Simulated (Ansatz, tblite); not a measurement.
Removing and adding an electron: (I2In-mu-Cl)2 (In₂I₄Cl₂). Charge 0, multiplicity 1. Geometry: PBE-D4/def2-SVP. Ansatz, gas phase; energy differences of separate SCF runs; the oxidised species was run as a doublet alone; the reduced species was run as a doublet alone.

```xyz
8

In   -0.667    0.578    1.637
I    -2.830    2.145    1.521
I     0.655   -0.260    3.804
Cl    1.049    1.432   -0.079
In    0.667   -0.579   -1.637
I    -0.655    0.273   -3.798
I     2.825   -2.153   -1.530
Cl   -1.044   -1.436    0.082
```

In the def2 sets I, In take a core potential; there is no spin–orbit coupling. The xTB rows come from tblite.

| level | −HOMO (eV) | vertical IE (eV) | −LUMO (eV) | vertical EA (eV) | HOMO–LUMO gap (eV) | IE − EA (eV) |
| --- | --- | --- | --- | --- | --- | --- |
| GFN1-xTB | 11.36 | 13.46 | 7.90 | 5.99 | 3.46 | 7.48 |
| GFN2-xTB | 12.44 | 14.38 | 9.43 | 7.43 | 3.01 | 6.95 |
| PBE-D4/def2-SVP | 6.76 | – | 4.02 | 2.17 | 2.75 | – |
| PBE0-D4/def2-SVP | 7.95 | 9.31 | 3.35 | 2.06 | 4.60 | 7.25 |

Run but left out: PBE-D4/def2-SVP (charge +1 doublet: an occupied level 0.02 eV above an empty one).   Raw xTB energy differences between charge states are shifted by several eV; the methods need an empirical correction for them. Sets without diffuse functions give affinities that are too small.
